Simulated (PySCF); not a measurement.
## Assignment exercise: C5H5O3P

Bonds (- single, = double, # triple, : aromatic): C1-O2 1.419 Å, O2-C3 1.337 Å, C3=O4 1.206 Å, C3-C5 1.472 Å, C5:C6 1.370 Å, C6:P7 1.758 Å, P7:C8 1.717 Å, C8:O9 1.330 Å, O9:C5 1.339 Å. C1 carries H10, H11, H12; C6 carries H13; C8 carries H14.

One averaged value for each set of equivalent atoms, non-relativistic, a single conformation, in vacuum. GFN2-xTB geometry; PBE0/pcSseg-1 with gauge-including orbitals; PySCF 2.14.0 with density-fitted response routines.

Shifts are taken against calculated references (same method and geometry level): TMS for ¹³C (σ = 186.93 ppm) and ¹H (σ = 31.72 ppm).

(1) Assign these signals to the numbered atoms. ¹³C{¹H} NMR (computed): δ 192.5 (CH), 164.6 (C), 159.0 (C), 144.8 (CH), 53.9 (CH3).

(2) Assign these signals to the numbered atoms. ¹H NMR (600 MHz, computed): δ 9.02 (m, 1H), 8.59 (m, 1H), 4.11 (s, 3H).

## Answers

(1) 
| δ (ppm) | atoms | environment | reason |
| --- | --- | --- | --- |
| 192.5 | C8 | aromatic CH next to the ring oxygen | – |
| 164.6 | C3 | ester carbonyl carbon | it is a carbonyl in resonance with an O or N lone pair, the region of acids, esters and amides |
| 159.0 | C5 | substituted aromatic carbon next to the ring oxygen | – |
| 144.8 | C6 | aromatic CH | – |
| 53.9 | C1 | methyl carbon bonded to O | the inductive effect lowers its shielding |

(2) 
9.02 → H14, hydrogen on an aromatic CH next to the ring oxygen: ring-current deshielding
8.59 → H13, hydrogen on an aromatic CH: ring current plus the deshielding of an ortho carbonyl group
4.11 → H10/H11/H12, hydrogen on a methyl carbon bonded to O: its carbon carries O, an electronegative neighbour

Splittings by ³¹P in the carbon and heteronuclear signals aren't shown, as no couplings were computed. Shifts are as computed. Against solution values, carbons near 30 ppm lie about +3 ppm off and those near 130 ppm about +5 ppm. Of 1211 compounds with measured shifts, 218 miss one by over three times the rms of a fit or turn the order of signals round; such compounds aren't used in these exercises. Multiplicities follow the n + 1 count of equivalent neighbours, as no J values were calculated; m marks all less simple cases, F and P coupling included.
